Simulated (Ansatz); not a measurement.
C7H12 can be A, `C1C[C@H]2CC[C@@H]1C2`, or B, `C#CCCCCC`.

Isolated molecules relaxed with PBE0-D4/def2-TZVP in Ansatz; ΔE leaves out vibrations. CCSD(T)/CBS adds triple-zeta CCSD(T) − MP2 to the extrapolated MP2 energy (def2 sets, frozen cores). DFT in def2-TZVPP. B3LYP here is the variant with VWN-RPA as its local correlation; programs differ in this. One conformer a species, not always the lowest.

Problem. Which isomer does CCSD(T)/CBS put lower? Give the gap. (An estimate is asked.)

Solution. Computed: A, by 40.5 kcal/mol.

Problem. Give E(B) − E(A) in kcal/mol with CCSD(T)/def2-TZVPP, PBE-D4, r2SCAN-D4, B3LYP, BLYP-D4, CCSD/def2-TZVPP, B3LYP-D4. (Estimate.)

Solution. The calculation gave: CCSD(T)/def2-TZVPP 41.3, PBE-D4 42.8, r2SCAN-D4 42.1, B3LYP 31.8, BLYP-D4 31.0, CCSD/def2-TZVPP 40.9, B3LYP-D4 35.5. None reverses the order clearly.

Largest T1 diagnostic: 0.010.

Leaving LDA and LC-ωPBE aside and taking each functional with its dispersion term where it has one, the values, not all of them listed here, spread over 17.8 kcal/mol, from BLYP-D4 to PBE-QIDH. LDA lies +13.6 kcal/mol from PBE without D4. At CCSD(T), def2-SVP lies +2.4 kcal/mol from the extrapolated value and def2-TZVPP +0.8 kcal/mol.
